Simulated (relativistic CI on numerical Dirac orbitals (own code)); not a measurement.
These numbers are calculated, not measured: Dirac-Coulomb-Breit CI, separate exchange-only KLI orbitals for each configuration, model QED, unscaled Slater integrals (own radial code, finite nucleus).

CI space (outside the closed core 1s2): 2s, 2p, 3s, 3p, 3d, 4s, 4p, 4d, 4f, 5s, 5p, 5d, 5f, 5g, 6s, 6p, 6d. Levels of other configurations are missing.

At this charge energies of transitions that change n are usually good to better than 1 %, and those within a shell (Δn = 0) to a few per cent.

Outline of the computed level scheme of Cu XXVII. Lowest level of each configuration: 2s ²S1/2 at 0.00 eV; 2p ²P°1/2 at 55.31 eV; 3s ²S1/2 at 1452.22 eV; 3p ²P°1/2 at 1467.58 eV; 3d ²D3/2 at 1480.85 eV; 4s ²S1/2 at 1952.92 eV; 4p ²P°1/2 at 1959.25 eV; 4d ²D3/2 at 1964.80 eV; 4f ²F°5/2 at 1965.94 eV.

Some strong electric-dipole decays among the lowest 15 levels: 3d ²D5/2 → 2p ²P°3/2 (3.5e+13 s⁻¹); 3d ²D3/2 → 2p ²P°1/2 (3.0e+13 s⁻¹); 3p ²P°1/2 → 2s ²S1/2 (1.2e+13 s⁻¹); 3p ²P°3/2 → 2s ²S1/2 (1.2e+13 s⁻¹); 4d ²D5/2 → 2p ²P°3/2 (1.1e+13 s⁻¹); 4d ²D3/2 → 2p ²P°1/2 (9.7e+12 s⁻¹); 4f ²F°7/2 → 3d ²D5/2 (7.3e+12 s⁻¹); 4f ²F°5/2 → 3d ²D3/2 (6.9e+12 s⁻¹).
